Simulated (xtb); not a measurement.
A run for xtb: GFN2-xTB on H4Se2Si (SMILES [SiH3][Se][SeH]), a point of a torsion scan.

```
$ xtb mol.xyz --gfn 2 --opt vtight --chrg 0 --uhf 0 --input xcontrol
7

Si    -1.13797892    -0.17495231     0.06317063
Se     0.35550321     1.51758453    -0.21852111
Se     0.25022298     2.37514099    -2.41555504
H     -0.81445674    -1.23230716    -0.88413095
H     -2.46130418     0.36348218    -0.32890617
H     -1.08748363    -0.57721632     1.45561611
H     -0.51809323     1.41186987    -3.34120995
$constrain
  force constant=1.0
  dihedral: 4,1,2,3,60.0
$end
```

The log:

```
[...]
           -------------------------------------------------
          |                Calculation Setup                |
           -------------------------------------------------



           -------------------------------------------------
          |                 G F N 2 - x T B                 |
           -------------------------------------------------

        Reference                      10.1021/acs.jctc.8b01176
      * Hamiltonian:
        H0-scaling (s, p, d)           1.850000    2.230000    2.230000
        zeta-weighting                 0.500000
      * Dispersion:
        s8                             2.700000
        a1                             0.520000
        a2                             5.000000
        s9                             5.000000
      * Repulsion:
        kExp                           1.500000    1.000000
        rExp                           1.000000
      * Coulomb:
        alpha                          2.000000
        third order                    shell-resolved
        anisotropic                    true
        a3                             3.000000
        a5                             4.000000
        cn-shift                       1.200000
        cn-exp                         4.000000
        max-rad                        5.000000


          ...................................................
          :                      SETUP                      :
          :.................................................:
          :  # basis functions                  34          :
          :  # atomic orbitals                  31          :
          :  # shells                           13          :
          :  # electrons                        20          :
          :  max. iterations                   250          :
          :  Hamiltonian                  GFN2-xTB          :
          :  restarted?                      false          :
          :  GBSA solvation                  false          :
          :  PC potential                    false          :
          :  electronic temp.          300.0000000     K    :
          :  accuracy                    1.0000000          :
          :  -> integral cutoff          0.2500000E+02      :
          :  -> integral neglect         0.1000000E-07      :
          :  -> SCF convergence          0.1000000E-05 Eh   :
          :  -> wf. convergence          0.1000000E-03 e    :
          :  Broyden damping             0.4000000          :
          :  net charge                          0          :
          :  unpaired electrons                  0          :
          ...................................................

 iter      E             dE          RMSdq      gap      omega  full diag
   1    -10.0783065 -0.100783E+02  0.105E+01    2.61       0.0  T
   2    -10.1858439 -0.107537E+00  0.395E+00    2.32       1.0  T
   3    -10.1918362 -0.599229E-02  0.269E+00    2.41       1.0  T
   4    -10.1937638 -0.192754E-02  0.108E+00    2.36       1.0  T
   5    -10.1934048  0.358908E-03  0.669E-01    2.37       1.0  T
   6    -10.1937350 -0.330148E-03  0.226E-01    2.35       1.0  T
   7    -10.1938247 -0.897264E-04  0.533E-02    2.35       1.0  T
   8    -10.1938252 -0.492117E-06  0.210E-02    2.36       1.8  T
   9    -10.1938254 -0.199786E-06  0.217E-02    2.35       1.7  T
  10    -10.1938256 -0.163760E-06  0.813E-03    2.35       4.6  T
  11    -10.1938256 -0.278370E-07  0.327E-03    2.35      11.5  T
  12    -10.1938256 -0.590871E-08  0.148E-03    2.35      25.6  T
  13    -10.1938256 -0.757417E-09  0.395E-04    2.35      95.7  T
  14    -10.1938256 -0.211369E-10  0.133E-04    2.35     283.2  T

   *** convergence criteria satisfied after 14 iterations ***

         #    Occupation            Energy/Eh            Energy/eV
      -------------------------------------------------------------
         1        2.0000           -0.7786489             -21.1881
       ...           ...                  ...                  ...
         4        2.0000           -0.4823003             -13.1241
         5        2.0000           -0.4674480             -12.7199
         6        2.0000           -0.4605040             -12.5310
         7        2.0000           -0.4377324             -11.9113
         8        2.0000           -0.4196002             -11.4179
         9        2.0000           -0.4058034             -11.0425
        10        2.0000           -0.3649382              -9.9305 (HOMO)
        11                         -0.2784039              -7.5758 (LUMO)
        12                         -0.2358437              -6.4176
        13                         -0.2168152              -5.8998
        14                         -0.2045970              -5.5674
        15                         -0.2018134              -5.4916
       ...                                ...                  ...
        31                          1.2780843              34.7784
      -------------------
[...]
 -0.1927643              -5.2454
       ...                                ...                  ...
        31                          1.1608011              31.5870
      -------------------------------------------------------------
                  HL-Gap            0.1141571 Eh            3.1064 eV
             Fermi-level           -0.3213920 Eh           -8.7455 eV

 SCC (total)                   0 d,  0 h,  0 min,  0.006 sec
 SCC setup                      ...        0 min,  0.000 sec (  1.213%)
 Dispersion                     ...        0 min,  0.000 sec (  0.442%)
 classical contributions        ...        0 min,  0.000 sec (  0.135%)
 integral evaluation            ...        0 min,  0.001 sec ( 17.603%)
 iterations                     ...        0 min,  0.003 sec ( 44.394%)
 molecular gradient             ...        0 min,  0.002 sec ( 33.723%)
 printout                       ...        0 min,  0.000 sec (  2.116%)

         :::::::::::::::::::::::::::::::::::::::::::::::::::::
         ::                     SUMMARY                     ::
         :::::::::::::::::::::::::::::::::::::::::::::::::::::
         :: total energy             -10.167982791885 Eh    ::
         :: gradient norm              0.003015476846 Eh/a0 ::
         :: HOMO-LUMO gap              3.106373843931 eV    ::
         ::.................................................::
         :: SCC energy               -10.208305098875 Eh    ::
         :: -> isotropic ES            0.019166034773 Eh    ::
         :: -> anisotropic ES          0.000008042131 Eh    ::
         :: -> anisotropic XC          0.001348082261 Eh    ::
         :: -> dispersion             -0.005192356792 Eh    ::
         :: repulsion energy           0.040321122159 Eh    ::
         :: add. restraining           0.000001184831 Eh    ::
         :: total charge              -0.000000000000 e     ::
         :::::::::::::::::::::::::::::::::::::::::::::::::::::

           -------------------------------------------------
          |                Property Printout                |
           -------------------------------------------------

    * Orbital Energies and Occupations

         #    Occupation            Energy/Eh            Energy/eV
      -------------------------------------------------------------
         1        2.0000           -0.7783905             -21.1811
         2        2.0000           -0.7532269             -20.4963
         3        2.0000           -0.7080141             -19.2660
         4        2.0000           -0.4858082             -13.2195
         5        2.0000           -0.4658453             -12.6763
         6        2.0000           -0.4628143             -12.5938
         7        2.0000           -0.4432767             -12.0622
         8        2.0000           -0.4278942             -11.6436
         9        2.0000           -0.3881387             -10.5618
        10        2.0000           -0.3784705             -10.2987 (HOMO)
        11                         -0.2643134              -7.1923 (LUMO)
        12                         -0.2273865              -6.1875
        13                         -0.2156499              -5.8681
        14                         -0.2066633              -5.6236
        15                         -0.1927643              -5.2454
        16                         -0.1167504              -3.1769
        17                         -0.1130804              -3.0771
        18                         -0.0946981              -2.5769
        19                         -0.0225083              -0.6125
        20                         -0.0009230              -0.0251
        21                          0.0355971               0.9686
       ...                                ...                  ...
        31                          1.1608011              31.5870
      -------------------------------------------------------------
                  HL-Gap            0.1141571 Eh            3.1064 eV
             Fermi-level           -0.3213920 Eh           -8.7455 eV

     #   Z          covCN         q      C6AA      α(0)
     1  14 Si       3.633     0.487    98.004    18.990
     2  34 Se       1.838    -0.292   245.695    27.314
     3  34 Se       1.900    -0.159   241.082    27.055
     4   1 H        0.918    -0.055     4.221     3.213
     5   1 H        0.919    -0.050     4.087     3.162
     6   1 H        0.920    -0.061     4.378     3.272
     7   1 H        0.923     0.129     1.540     1.940

 Mol. C6AA /au·bohr⁶  :       2344.263965
 Mol. C8AA /au·bohr⁸  :     138447.113463
 Mol. α(0) /au        :         84.947202


Wiberg/Mayer (AO) data.
largest (>0.10) Wiberg bond orders for each atom

 ---------------------------------------------------------------------------
     #   Z sym  total        # sym  WBO       # sym  WBO       # sym  WBO
 ---------------------------------------------------------------------------
     1  14 Si   3.583 --     2 Se   0.891     6 H    0.886     5 H    0.885
                             4 H    0.884
     2  34 Se   2.377 --     3 Se   1.320     1 Si   0.891
     3  34 Se   2.307 --     2 Se   1.320     7 H    0.945
     4   1 H    0.997 --     1 Si   0.884
     5   1 H    0.998 --     1 Si   0.885
     6   1 H    0.996 --     1 Si   0.886
     7   1 H    0.983 --     3 Se   0.945
 ---------------------------------------------------------------------------

Topologies differ in total number of bonds
Writing topology from bond orders to xtbtopo.mol

molecular dipole:
                 x           y           z       tot (Debye)
 q only:       -0.944      -0.682       0.786
   full:       -0.796      -0.608       0.711       3.124
molecular quadrupole (traceless):
                xx          xy          yy          xz          yz          zz
 q only:        2.344      -0.613      -2.566       2.838       3.835       0.222
  q+dip:        1.767      -0.091      -1.303       3.289       5.325      -0.464
   full:        1.503       0.191      -1.598       3.310       4.211       0.095

           -------------------------------------------------
          |                Geometry Summary                 |
           -------------------------------------------------

      molecular mass/u    :      190.0360388
   center of mass at/Å    :       -0.1368678       1.1824361      -1.6529442
  moments of inertia/u·Å² :        0.1005683E+03   0.3245042E+03   0.4152461E+03
rotational constants/cm⁻¹ :        0.1676237E+00   0.5194888E-01   0.4059673E-01

 * 5 selected distances

     #   Z          #   Z                                           value/Å
     2  34 Se       3  34 Se                                      2.3071328 (max)
     1  14 Si       4   1 H                                       1.4659073
     1  14 Si       5   1 H                                       1.4618033
     1  14 Si       6   1 H                                       1.4553018 (min)
     3  34 Se       7   1 H                                       1.4619481

 * 3 distinct bonds (by element types)

   Z      Z             #   av. dist./Å        max./Å        min./Å
   1 H   14 Si          3     1.4610041     1.4659073     1.4553018
   1 H   34 Se          1     1.4619481     1.4619481     1.4619481
  34 Se  34 Se          1     2.3071328     2.3071328     2.3071328


optimized geometry written to: xtbopt.xyz


           -------------------------------------------------
          | TOTAL ENERGY              -10.167982791885 Eh   |
          | GRADIENT NORM               0.003015476846 Eh/α |
          | HOMO-LUMO GAP               3.106373843931 eV   |
           -------------------------------------------------

------------------------------------------------------------------------
------------------------------------------------------------------------
Note: The following floating-point exceptions are signalling: IEEE_UNDERFLOW_FLAG IEEE_DENORMAL
normal termination of xtb
 total:
 SCF:
 ANC optimizer:
```

The run did not converge; its last values are not results.

Warnings raised: the energy holds the restraint's term.

Cost: around 1.2 core-seconds (rough).
